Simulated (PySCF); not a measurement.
## Spinor energies of S²⁺ (sulfur, charge +2)

Start: [Ne] 3s2 3p2; 3p1/2 filled at m_j = -1/2, +1/2. Calculated with PySCF 2.14 in an even-tempered Gaussian basis (21 s from 0.054 bohr⁻², ratio 2.4; 14 p from 0.071 bohr⁻², ratio 2.4; 6 d from 0.76 bohr⁻², ratio 2.6; 5 f from 1.1 bohr⁻², ratio 2.6): generalised Hartree-Fock with the X2C-1e Hamiltonian and a Gaussian nucleus; one run each with spin-orbit coupling (SO) switched off, then screened by Boettger's factors.

```json
{"spinor shell": "1s1/2", "electrons": "2", "ε, spin-free (eV)": "-2537.9", "ε, screened SO (eV)": "-2537.9", "weight of nominal j (screened SO)": "1.000", "rms radius, screened SO (bohr)": "0.112"}
{"spinor shell": "2s1/2", "electrons": "2", "ε, spin-free (eV)": "-272.13", "ε, screened SO (eV)": "-272.11", "weight of nominal j (screened SO)": "1.000", "rms radius, screened SO (bohr)": "0.515"}
{"spinor shell": "2p1/2", "electrons": "2", "ε, spin-free (eV)": "-207.47", "ε, screened SO (eV)": "-208.88", "weight of nominal j (screened SO)": "0.837", "rms radius, screened SO (bohr)": "0.488"}
{"spinor shell": "3s1/2", "electrons": "2", "ε, spin-free (eV)": "-45.271", "ε, screened SO (eV)": "-45.265", "weight of nominal j (screened SO)": "1.000", "rms radius, screened SO (bohr)": "1.71"}
{"spinor shell": "3p1/2", "electrons": "2", "ε, spin-free (eV)": "-34.603", "ε, screened SO (eV)": "-34.619", "weight of nominal j (screened SO)": "0.518", "rms radius, screened SO (bohr)": "1.90"}
```

(1) Where does 2p3/2 lie, and what is the 2p spin-orbit splitting (screened SO)?

```json
{"quantity": "E (hartree)", "spin-free": "-397.41915", "screened SO": "-397.42132"}
{"quantity": "M_J", "spin-free": "0", "screened SO": "0"}
{"quantity": "⟨J²⟩", "spin-free": "2.007", "screened SO": "1.909"}
{"quantity": "⟨L²⟩", "spin-free": "2.005", "screened SO": "2.005"}
{"quantity": "⟨S²⟩", "spin-free": "2.002", "screened SO": "2.001"}
```

The determinant has a definite M_J but mixes levels of different J.

Each row is a mean over spinors that exchange with the open shell spreads, by up to 6.619 eV (3s1/2).

Rows whose weight is well below 1 are mixtures of j = l ± 1/2: exchange outweighs spin-orbit coupling there, and the label is only the starting occupation.

Without spin-orbit coupling the j labels of p, d and f shells carry no meaning; the spin-free column gives the mean over the occupied spinors of each nl shell.

Results:

(1) At -206.75 eV, 2.135 eV above 2p1/2.
